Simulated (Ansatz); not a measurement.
Ga12As12H32⁻, a nanocrystal cut from zinc blende GaAs (hydrogen-capped). Charge -1, multiplicity 2. Geometry PBE-D4/def2-SVP, that of the neutral singlet; atoms count from 1.

Cartesian coordinates in Å:
```
Ga -4.859 -0.033 -0.448
Ga -0.578 4.710 -2.286
Ga 2.226 3.619 1.531
Ga -2.835 -1.571 2.945
Ga 1.071 0.352 3.953
Ga -1.261 1.502 0.853
Ga -1.417 -0.581 -2.755
Ga 1.933 1.041 -1.392
Ga 0.489 -1.966 0.688
Ga -2.935 -3.846 -0.631
Ga 4.289 -0.468 1.338
Ga 3.354 -3.077 -2.652
As -1.933 3.420 -0.593
As -3.335 0.395 1.546
As -3.385 -1.627 -1.676
As 0.363 2.246 2.533
As 1.185 2.963 -2.798
As 3.413 1.703 0.415
As -1.085 -0.766 4.567
As -1.608 -3.029 1.383
As 2.117 -1.229 2.368
As -0.125 -0.032 -0.665
As 2.979 -0.591 -2.966
As 1.573 -3.531 -0.924
H -6.139 -0.752 0.136
H -4.908 1.356 -1.216
H -1.454 4.850 -3.587
H 0.161 5.852 -1.500
H 3.101 4.219 2.694
H 1.571 4.460 0.360
H -4.037 -2.215 3.735
H 1.924 0.722 5.226
H -1.740 0.841 -3.389
H -0.494 -1.632 -3.511
H -4.250 -4.493 -0.044
H -1.878 -4.647 -1.504
H 5.334 -0.206 2.485
H 4.532 -1.401 0.083
H 4.739 -3.218 -1.925
H 2.898 -3.766 -3.993
H -2.605 4.439 0.323
H -3.198 2.892 -1.263
H -3.994 1.389 2.504
H -4.283 -2.023 -2.850
H -0.422 3.149 3.486
H 2.453 3.688 -3.247
H 0.838 2.334 -4.144
H 4.579 2.328 -0.356
H -1.771 0.118 5.607
H -0.743 -1.918 5.510
H -1.166 -4.219 2.236
H 2.412 -2.464 3.219
H 2.215 -0.397 -4.272
H 4.297 0.033 -3.420
H 0.371 -4.180 -1.602
H 2.023 -4.744 -0.115
```

Single mean-field runs in def2-SVP are fitted with def2-universal-jkfit. The highest occupied level of the charge -1 doublet lies above zero (up to 0.14 eV). By energy differences its removal costs 0.83 eV (vertical, to the charge 0 singlet, at PBE0-D4/def2-SVP); self-interaction error and the lack of diffuse functions both raise the level.

Estimate the Mulliken populations of the heavy atoms from the PBE0/def2-SVP orbitals of Ansatz.


```tsv
atom	charge (e)	spin (α − β)
Ga1	0.21	0.00
Ga2	0.08	0.19
Ga3	0.20	0.00
Ga4	0.31	0.02
Ga5	0.30	0.02
Ga6	0.22	0.16
Ga7	0.17	-0.01
Ga8	0.21	0.18
Ga9	0.22	0.16
Ga10	0.21	0.00
Ga11	0.20	0.00
Ga12	0.08	0.19
As13	-0.03	0.00
As14	-0.24	0.00
As15	-0.27	0.01
As16	-0.27	-0.01
As17	-0.03	0.02
As18	-0.27	0.02
As19	-0.10	0.00
As20	-0.24	0.00
As21	-0.27	-0.01
As22	-0.47	0.00
As23	-0.03	0.02
As24	-0.04	0.00
```
Mulliken values and Mayer orders depend strongly on the basis.

Where does the spin sit?

Summed by element: Ga 0.90, As 0.06, H 0.04, of 1 unpaired in all. Largest on single atoms: Ga2 0.19, Ga12 0.19, Ga8 0.18.

And the Mayer bond orders between bonded heavy atoms (over 0.3)?

Ga1–As14 0.62 (2.55 Å); Ga1–As15 0.76 (2.49 Å); Ga2–As13 0.66 (2.52 Å); Ga2–As17 0.66 (2.53 Å); Ga3–As16 0.66 (2.52 Å); Ga3–As18 0.69 (2.52 Å); Ga4–As14 0.81 (2.46 Å); Ga4–As19 0.66 (2.52 Å); Ga4–As20 0.81 (2.46 Å); Ga5–As16 0.81 (2.47 Å); Ga5–As19 0.70 (2.51 Å); Ga5–As21 0.81 (2.47 Å); Ga6–As13 0.68 (2.49 Å); Ga6–As14 0.86 (2.45 Å); Ga6–As16 0.81 (2.45 Å); Ga6–As22 0.85 (2.44 Å); Ga7–As15 0.75 (2.48 Å); Ga7–As22 0.64 (2.52 Å); Ga8–As17 0.68 (2.50 Å); Ga8–As18 0.86 (2.43 Å); Ga8–As22 0.80 (2.43 Å); Ga8–As23 0.68 (2.50 Å); Ga9–As20 0.86 (2.45 Å); Ga9–As21 0.81 (2.45 Å); Ga9–As22 0.85 (2.44 Å); Ga9–As24 0.68 (2.49 Å); Ga10–As15 0.76 (2.49 Å); Ga10–As20 0.62 (2.55 Å); Ga11–As18 0.69 (2.52 Å); Ga11–As21 0.66 (2.52 Å); Ga12–As23 0.66 (2.53 Å); Ga12–As24 0.66 (2.52 Å).
